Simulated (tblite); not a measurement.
C$_{6}$H$_{5}$O, doublet, at a GFN2-xTB geometry; tblite with GFN1-xTB.

tblite was given this input:
```
$ tblite run mol.xyz --method gfn1 --charge 0 --spin 1 --grad --json tblite.json --no-restart

# file mol.xyz
12

O     -2.26745109     0.04900751    -0.04407530
C     -0.90878131     0.00479194    -0.01862883
C     -0.28778686    -1.24945281    -0.08708222
C      1.07058195    -1.27637353    -0.06051965
C      1.88638811    -0.18568950     0.02726349
C      1.25874993     1.05531763     0.09471935
C     -0.12137824     1.14673295     0.07188874
H     -2.56875278     0.96399006     0.00902401
H     -0.89964724    -2.13451201    -0.15727072
H      2.96166543    -0.26373796     0.04460819
H      1.85681909     1.95241617     0.16540174
H     -0.59711732     2.11782365     0.12499382
```

**Question.** What does tblite print? Leave out banner, timings and long lists.

**Answer.** 
```
xTB calculator
 | screened Coulomb repulsion
 | Coulomb electrostatics
 |  * isotropic Klopman-Ohno-Mataga-Nishimoto electrostatics
 |  * onsite third-order electrostatics
 | DFT-D3(BJ) dispersion correction

halogen bonding energy    0.0000000000000E+00 Eh
repulsion energy          3.0442737983480E-01 Eh
dispersion energy        -4.8707314756267E-03 Eh
number of electrons       3.5000000000000E+01 e
integral cutoff           1.9731147476801E+01 bohr

------------------------------------------------------------
  cycle        total energy    energy error   density error
------------------------------------------------------------
      1     -19.88805016730  -2.0187607E+01   7.1266813E-01
      2     -19.95999642845  -7.1946261E-02   4.1203592E-01
      3     -19.95697655267   3.0198758E-03   7.7956969E-02
      4     -19.96373124290  -6.7546902E-03   2.2362697E-02
      5     -19.96504566612  -1.3144232E-03   3.1543911E-03
      6     -19.96507022696  -2.4560836E-05   1.1596607E-03
      7     -19.96507216420  -1.9372413E-06   3.2499193E-04
      8     -19.96507225488  -9.0682381E-08   1.2052867E-04
      9     -19.96507227505  -2.0169061E-08   2.8294191E-05
     10     -19.96507227679  -1.7412169E-09   6.0324765E-06
------------------------------------------------------------

electronic energy        -2.0264628925148E+01 Eh
total energy             -1.9965072276789E+01 Eh

Post processing:
 | Mayer-Wiberg bond orders

[Info] Tight-binding results written to 'tblite.txt'
[Info] JSON dump of results written to 'tblite.json'
```
